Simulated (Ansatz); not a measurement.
One change: `C[SiH2][SiH](O)Cl` becomes `C[SiH2][SiH2]Cl`.

Ansatz, PBE0-D4/def2-TZVP geometries, multiplicity 1. Each molecule was computed in one conformer, which needn't be the lowest.

```
                                          property  `C[SiH2][SiH](O)Cl`
  size of the dipole moment (B3LYP/def2-TZVPP) / D                 0.97
              HOMO–LUMO gap (PBE0/def2-TZVPP) / eV                 7.60
                LUMO energy (PBE0/def2-TZVPP) / eV                -0.28
size of the dipole moment (ωB97M-V/def2-TZVPP) / D                 0.98
                 LUMO energy (PBE/def2-TZVPP) / eV                -1.12
             HOMO energy (ωB97M-V/def2-TZVPP) / eV                -9.93
```

Question: Give the same properties after the change, and the shifts. (Best estimate.)

Answer: Ansatz gave: 
```json
{"property": "size of the dipole moment (B3LYP/def2-TZVPP) / D", "`C[SiH2][SiH2]Cl`": "1.57", "shift": "0.60"}
{"property": "HOMO–LUMO gap (PBE0/def2-TZVPP) / eV", "`C[SiH2][SiH2]Cl`": "7.47", "shift": "-0.13"}
{"property": "LUMO energy (PBE0/def2-TZVPP) / eV", "`C[SiH2][SiH2]Cl`": "-0.46", "shift": "-0.18"}
{"property": "size of the dipole moment (ωB97M-V/def2-TZVPP) / D", "`C[SiH2][SiH2]Cl`": "1.57", "shift": "0.59"}
{"property": "LUMO energy (PBE/def2-TZVPP) / eV", "`C[SiH2][SiH2]Cl`": "-1.32", "shift": "-0.20"}
{"property": "HOMO energy (ωB97M-V/def2-TZVPP) / eV", "`C[SiH2][SiH2]Cl`": "-9.98", "shift": "-0.05"}
```

With PBE0 the HOMO falls by 0.05 eV and the LUMO falls by 0.18 eV, so the gap narrows by about 0.13 eV. PBE moves the HOMO by -0.08 eV and ωB97M-V by -0.05 eV. The zero-point energy changes by -16.9 kJ/mol with -3 modes. Dipoles are sizes alone; their direction can turn.

B3LYP here is the variant with VWN-RPA as its local correlation; programs differ in this.
